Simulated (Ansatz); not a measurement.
`CC(C)[SiH]` + H₂ → `CC[SiH]` + CH₄ at 700 K and 1 bar (hydrogenolysis of a C–C bond).

Computed with Ansatz on PBE0-D4/def2-TZVP structures; ΔE is electronic, products minus reactants. CCSD(T)/CBS adds triple-zeta CCSD(T) − MP2 to the extrapolated MP2 energy (def2 sets, frozen cores). This one scheme is used for every species.

| species | CCSD(T)/CBS energy (Eh) | H − E (kJ/mol) | S (J/(mol·K)) |
| --- | --- | --- | --- |
| `CC(C)[SiH]` | -407.98328 | 334.9 | 419.7 |
| H₂ | -1.17544 | 46.8 | 155.3 |
| `CC[SiH]` | -368.72354 | 243.9 | 377.7 |
| CH₄ | -40.46206 | 145.9 | 224.0 |

H − E and S are ideal-gas, rigid-rotor, harmonic terms from PBE0-D4/def2-TZVP, for one conformer and one mirror image of each species. The MP2-based limit puts H₂ 0.8 mEh under its directly extrapolated value; such offsets cancel only in part. 1 Eh = 2625.50 kJ/mol, R = 8.31446 J/(mol·K).

Q: By hand: ΔE, ΔH, ΔS and ΔG.

A: ΔE = (-368.72354) + (-40.46206) − (-407.98328) − (-1.17544) = -0.02688 Eh = -70.6 kJ/mol. Δ(H − E) = 243.9 + 145.9 − 334.9 − 46.8 = 8.1, so ΔH = -62.5 kJ/mol. ΔS = 377.7 + 224.0 − 419.7 − 155.3 = 26.7 J/(mol·K). ΔG = -62.5 − 700 × (26.7)/1000 = -81.2 kJ/mol.

Q: By hand: the equilibrium constant, and the temperature at which ΔG would vanish if ΔH and ΔS stayed fixed.

A: log₁₀ K = −ΔG/(RT ln 10) = 6.1. ΔH and −TΔS have one sign here, so there is no such temperature.

ΔH outweighs TΔS. A doubt of 5 kJ/mol in ΔE shifts log₁₀ K by 0.4 here. Other conformers and mirror images would add mixing entropy, several J/(mol·K) or more a flexible species. These are equilibria of isolated gas molecules and say nothing of rates. Largest T1 diagnostic: 0.012 (customary marks: 0.02 for closed shells, 0.045 for open ones).
